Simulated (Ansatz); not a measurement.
This geometry of Cl₃HOSi (6 atoms, charge 0, multiplicity 1) is a first-order saddle point.

All numbers below come from Ansatz 0.2.0, RKS PBE-D4/STO-3G.

```xyz
6
Properties=species:S:1:pos:R:3
O -1.092 0.334 0.886
Si 0.101 0.017 -0.280
Cl 1.691 -1.103 0.554
Cl -0.752 -1.036 -1.897
Cl 0.832 1.837 -1.056
H -0.738 -0.113 1.747
```

Which two structures does it join? (They come from a converged band through this point; their orientation in space is the band's.)

No bond is made or broken. The dihedral H6–O1–Si2–Cl3 goes from -60 to 60°. The two ends are copies of one structure, up to a mirror image or an exchange of like atoms.

Image 0:

```xyz
6
Properties=species:S:1:pos:R:3
O -0.825 0.558 1.037
Si 0.176 0.057 -0.235
Cl 1.871 -1.022 0.436
Cl -0.828 -1.184 -1.626
Cl 0.776 1.840 -1.160
H -1.128 -0.314 1.502
```

Image 6:

```xyz
6
Properties=species:S:1:pos:R:3
O -1.125 -0.002 0.901
Si 0.094 -0.096 -0.272
Cl 1.796 -1.161 0.403
Cl -0.802 -1.108 -1.875
Cl 0.772 1.809 -0.902
H -0.694 0.494 1.699
```

How far does it lie above each of them?

3.7 kJ/mol above the first and 3.7 kJ/mol above the second. This is the barrier of this one path; another mechanism may lie lower. Limits of this set-up: minimal basis.

Time of the run: 53 s on 1 thread of Arm Neoverse V2, with other jobs on the host, peak memory 0.098 GiB.
